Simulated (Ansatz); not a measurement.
Na₁₄Cl₁₄ (relaxed from a model of (NaCl)14 cage of four- and six-membered rings, whose bonding it doesn't keep). The state is a singlet with charge 0. Geometry r2SCAN-D4/def2-SVP, basis def2-TZVP, Ansatz.

```xyz
28

Cl   -1.640    4.853    2.967
Cl   -0.885    1.455    4.818
Cl   -4.363    0.295    3.327
Cl   -1.735    1.623    0.839
Cl    0.735    3.244   -1.455
Cl    1.757    2.883    2.325
Cl   -1.071   -1.824    2.750
Cl   -2.075   -1.585   -1.088
Cl    0.008   -4.924   -0.750
Cl   -0.494   -4.253   -4.574
Cl    0.872    0.174   -3.765
Cl    4.222    1.518   -2.072
Cl    1.571   -0.449    0.144
Cl    3.091   -3.068   -3.491
Na   -2.869    2.495    3.146
Na    0.270    3.732    4.304
Na   -2.386   -0.673    4.687
Na   -3.049   -0.667    1.233
Na   -0.351    3.915    0.858
Na    2.722    2.048    0.016
Na    0.267    0.560    2.425
Na   -0.020   -2.616    0.465
Na   -1.770   -3.844   -2.358
Na   -0.476    0.679   -1.406
Na    2.204    2.409   -3.423
Na    1.031   -2.186   -4.854
Na    1.447   -4.980   -2.901
Na    2.987   -0.815   -2.168
```

```
run  HOMO (eV)  LUMO (eV)
  A      -6.87      -0.95
  B      -7.90      -0.92
  C      -6.55      -1.53
  D     -11.10       0.53
```

Single mean-field runs in def2-TZVP are fitted with def2-universal-jkfit.

**Question.** The runs used HF, PBE, PBE0, r2SCAN. Estimate which is which.

**Answer.** A r2SCAN (0 % exact exchange); B PBE0 (25 % exact exchange); C PBE (0 % exact exchange); D HF (100 % exact exchange). Exact exchange lowers occupied and raises empty levels; among semilocal functionals meta-GGAs tend to open the gap a little, and such runs are hard to tell apart. The gap grows from 5.02 eV (PBE) to 11.63 eV (HF).
